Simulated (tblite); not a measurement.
Compound: C2H9OSi4 (doublet state).
SMILES with atom numbers: `[CH2:1]=[CH:2][Si:3]1([O:4])[SiH2:5][SiH2:6][SiH2:7]1` (hydrogens: H8, H9 on C1; H10 on C2; H11, H12 on Si5; H13, H14 on Si6; H15, H16 on Si7)
Bond orders are those of one Lewis drawing.

Computed with GFN2-xTB (tblite), gas phase: L-BFGS steps from a force-field or distance-geometry start until the largest atomic force falls under 0.01 eV/Å.

Step 2: E = -537.6810 eV
```
atom  x, y, z in Å  |  force x, y, z in eV/Å
C1     -2.4634   -0.4216    0.3630    0.257   0.345  -0.837
C2     -2.0208    0.0315   -0.8135   -0.386  -0.322   0.751
Si3    -0.2363    0.3811   -1.2255   -0.355   0.002  -0.088
O4      0.1007    0.8933   -2.6062    0.189   0.298  -0.833
Si5     1.0958   -1.4257   -0.5309    0.054  -0.158  -0.009
Si6     2.0477   -0.1190    1.0859    0.192  -0.015   0.199
Si7     0.7256    1.6564    0.5008    0.015   0.144   0.158
H8     -3.5127   -0.5931    0.5206   -0.103  -0.110   0.247
H9     -1.7854   -0.6171    1.1828   -0.114  -0.018   0.001
H10    -2.7211    0.2165   -1.6114   -0.193  -0.010  -0.013
H11     0.3061   -2.5074    0.0283   -0.059  -0.484  -0.232
H12     2.0248   -1.7447   -1.5932    0.003  -0.473  -0.229
H13     3.4453    0.1452    0.8103    0.419  -0.071   0.343
H14     1.7268   -0.6088    2.4152    0.353  -0.085   0.393
H15     1.4884    2.7387   -0.0871   -0.139   0.469   0.115
H16    -0.2291    1.9838    1.5496   -0.134   0.487   0.036
```

Step 3: E = -537.7587 eV
```
atom  x, y, z in Å  |  force x, y, z in eV/Å
C1     -2.4643   -0.4197    0.3605    0.079   0.256  -0.682
C2     -2.0227    0.0303   -0.8130   -0.611  -0.271   0.558
Si3    -0.2563    0.3845   -1.2413    0.430   0.221  -0.456
O4      0.1057    0.9002   -2.6257   -0.043   0.047  -0.169
Si5     1.0990   -1.4368   -0.5331    0.002   0.100   0.072
Si6     2.0584   -0.1201    1.0967   -0.025   0.010  -0.028
Si7     0.7252    1.6668    0.5097    0.107  -0.114  -0.062
H8     -3.5126   -0.5964    0.5287   -0.079  -0.078   0.177
H9     -1.7925   -0.6167    1.1786    0.028  -0.037   0.115
H10    -2.7248    0.2154   -1.6088   -0.240  -0.011  -0.036
H11     0.3040   -2.5237    0.0205   -0.006  -0.415  -0.250
H12     2.0245   -1.7604   -1.6006   -0.028  -0.452  -0.176
H13     3.4591    0.1427    0.8218    0.359  -0.077   0.349
H14     1.7387   -0.6116    2.4281    0.358  -0.070   0.349
H15     1.4837    2.7545   -0.0833   -0.171   0.401   0.152
H16    -0.2327    1.9998    1.5497   -0.161   0.491   0.087
```

Step 4: E = -537.8678 eV
```
atom  x, y, z in Å  |  force x, y, z in eV/Å
C1     -2.4700   -0.4152    0.3531   -0.174  -0.041   0.012
C2     -2.0378    0.0265   -0.8124   -0.197   0.025  -0.098
Si3    -0.2809    0.3992   -1.2895    0.742  -0.070   0.486
O4      0.1117    0.9115   -2.6589   -0.061   0.170  -0.522
Si5     1.1052   -1.4555   -0.5354   -0.061   0.307   0.114
Si6     2.0780   -0.1218    1.1164   -0.234   0.015  -0.243
Si7     0.7272    1.6839    0.5247    0.152  -0.338  -0.280
H8     -3.5124   -0.6042    0.5479   -0.121  -0.029   0.053
H9     -1.8055   -0.6166    1.1725    0.194  -0.030   0.173
H10    -2.7368    0.2130   -1.6034   -0.445   0.006  -0.180
H11     0.3002   -2.5643   -0.0008    0.144  -0.195  -0.305
H12     2.0230   -1.8013   -1.6185   -0.138  -0.375   0.007
H13     3.4937    0.1361    0.8525    0.134  -0.105   0.361
H14     1.7701   -0.6184    2.4608    0.373  -0.001   0.151
H15     1.4702    2.7938   -0.0722   -0.231   0.232   0.235
H16    -0.2435    2.0422    1.5518   -0.077   0.428   0.036
```

Step 5: E = -537.9297 eV
```
atom  x, y, z in Å  |  force x, y, z in eV/Å
C1     -2.4780   -0.4139    0.3508   -0.052  -0.088   0.135
C2     -2.0496    0.0254   -0.8162   -0.018   0.097  -0.204
Si3    -0.2877    0.4074   -1.3130    0.917   0.168  -0.175
O4      0.1156    0.9235   -2.6944   -0.358  -0.183   0.419
Si5     1.1087   -1.4643   -0.5353   -0.063   0.236   0.047
Si6     2.0884   -0.1229    1.1267   -0.197  -0.013  -0.211
Si7     0.7312    1.6909    0.5310    0.058  -0.259  -0.251
H8     -3.5144   -0.6103    0.5625   -0.183  -0.005  -0.018
H9     -1.8117   -0.6168    1.1707    0.212  -0.005   0.121
H10    -2.7536    0.2113   -1.6029   -0.450   0.005  -0.192
H11     0.3003   -2.5967   -0.0216    0.242  -0.018  -0.327
H12     2.0192   -1.8372   -1.6309   -0.229  -0.289   0.164
H13     3.5205    0.1294    0.8810   -0.070  -0.126   0.355
H14     1.7994   -0.6231    2.4866    0.370   0.064  -0.037
H15     1.4564    2.8260   -0.0599   -0.258   0.099   0.280
H16    -0.2522    2.0801    1.5536    0.080   0.318  -0.104
```

Question: Estimate the geometry and energy of step 6. (The exact step hangs on the optimiser's Hessian estimate; all steps are aligned on step 5, rigid shifts and turns removed.)

Answer: E = -537.9855 eV, largest force 0.522 eV/Å
```
atom  x, y, z in Å  |  force x, y, z in eV/Å
C1     -2.4845   -0.4133    0.3496    0.018  -0.079   0.096
C2     -2.0597    0.0257   -0.8220    0.085   0.144  -0.276
Si3    -0.2818    0.4183   -1.3402    0.489  -0.009   0.183
O4      0.1129    0.9319   -2.7213   -0.312  -0.136   0.299
Si5     1.1113   -1.4705   -0.5352   -0.058   0.119  -0.032
Si6     2.0965   -0.1245    1.1346   -0.115  -0.041  -0.124
Si7     0.7350    1.6950    0.5341   -0.055  -0.115  -0.176
H8     -3.5202   -0.6164    0.5767   -0.079   0.042  -0.106
H9     -1.8147   -0.6170    1.1703    0.190   0.023   0.038
H10    -2.7779    0.2098   -1.6058   -0.264  -0.026  -0.045
H11     0.3049   -2.6284   -0.0479    0.301   0.128  -0.317
H12     2.0112   -1.8774   -1.6398   -0.273  -0.200   0.274
H13     3.5450    0.1205    0.9153   -0.237  -0.135   0.321
H14     1.8347   -0.6264    2.5107    0.338   0.114  -0.197
H15     1.4382    2.8592   -0.0429   -0.252  -0.015   0.296
H16    -0.2584    2.1225    1.5525    0.226   0.187  -0.234
```

The energy changes by -0.0558 eV. The first-order estimate −F·Δx gives -0.0785 eV and the mean of the old and new forces, exact on a quadratic surface, -0.0559 eV. The step makes an angle of 66° with the force vector and moves no atom by more than 0.043 Å.

What follows is the cost of the whole relaxation. Time: 0.88 s. Hardware: one thread, Intel Xeon 6975P-C (x86_64), shared host with 192 logical CPUs at a one-minute load of 79.
